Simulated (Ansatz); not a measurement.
H3Ge (SMILES [GeH3]), doublet, at a GFN2-xTB geometry; HF/6-31G in Ansatz (an electronic-structure program).

Here is a job for Ansatz.
Ansatz 0.2 input:
```yaml
crystal:
  periodic: [false, false, false]
  atoms:
    - {symbol: Ge, position_ang: [0.00179994, -0.00070314, 0.05733512]}
    - {symbol: H, position_ang: [-0.82452945, -1.12293622, -0.60015589]}
    - {symbol: H, position_ang: [-0.59484420, 1.27006913, -0.57801941]}
    - {symbol: H, position_ang: [1.36177550, -0.12463243, -0.65654847]}
basis:
  gaussian:
    orbitals: 6-31G
hamiltonian:
  xc: hf
magnetization: {spin_polarized: true, initial_magnetization: 1}
```

The log (banner, timings and long lists left out):

```
Functional definition: HF
346 factors; integrals over basis functions are off by at most 4.6e-4 eV
mean field evaluation 1: about -56509.5960 eV, gradient 5.8e0 eV
mean field evaluation 2: about -56509.6330 eV, gradient 5.8e0 eV
mean field evaluation 4: about -56510.0038 eV, gradient 1.1e0 eV
mean field evaluation 8: about -56510.0157 eV, gradient 1.7e-3 eV
mean field -56510.01568544 eV, -2076.7047725754 hartree, gradient 1.6e-5 eV, S^2 0.752380; 0 other end points of the search recorded, 0 dependent functions left out
reference -56510.01568544 eV, -2076.7047725754 hartree; 18, 17 occupied and 17, 18 virtual orbitals, 346 factors
Total energy: -56510.01568544 eV, -2076.7047725754 hartree
```
